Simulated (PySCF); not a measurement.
# Potential energy of LaH along the bond

Set-up: basis La x2c-SVPall, H x2c-SVPall; spin-free X2C with a Gaussian nucleus; PySCF 2.14. Energies in eV from La (5d1 6s2) + H in their ground configurations at the same level. State: singlet, about 0.0 electrons in the 4f shell (Mulliken).

Curves on a restricted Hartree–Fock reference rise too fast on stretching and do not dissociate correctly.

```tsv
R (Å)	RHF-CCSD(T)
1.836	-2.577
1.918	-2.682
1.979	-2.715
2.040	-2.716
2.101	-2.693
2.183	-2.630
2.285	-2.514
2.407	-2.335
```

Task: Put a parabola through the three lowest points of the RHF-CCSD(T) curve and estimate Re, k and ωe (reduced mass 1.001 u; 1 eV/Å² = 0.16022 mdyn/Å; ωe = 1302.8·√(k/μ) cm⁻¹).

Result: Through R = 1.979, 2.04, 2.101 Å the second-order coefficient is 3.22 eV/Å², so Re ≈ 2.012 Å, k ≈ 1.03 mdyn/Å and ωe ≈ 1324 cm⁻¹. A polynomial fit of higher order to the unrounded RHF-CCSD(T) energies gives Re = 2.012 Å, k = 1.18 mdyn/Å, ωe = 1412 cm⁻¹; anharmonicity and rounding make the difference.

The higher-order fit for each curve: RHF-CCSD(T): Re = 2.012 Å, ωe = 1412 cm⁻¹, De = 2.72 eV.

Correlated steps freeze 18 core orbitals. Correlated levels converge slowly with the basis: in double zeta they bind strong bonds too weakly, by up to about 1 eV, and carry superposition errors of some tenths. These are scalar-relativistic numbers at best; spin–orbit coupling would shift them, the dissociation energy most. Where the molecule has an RHF reference, its open-shell atoms are computed with UHF.
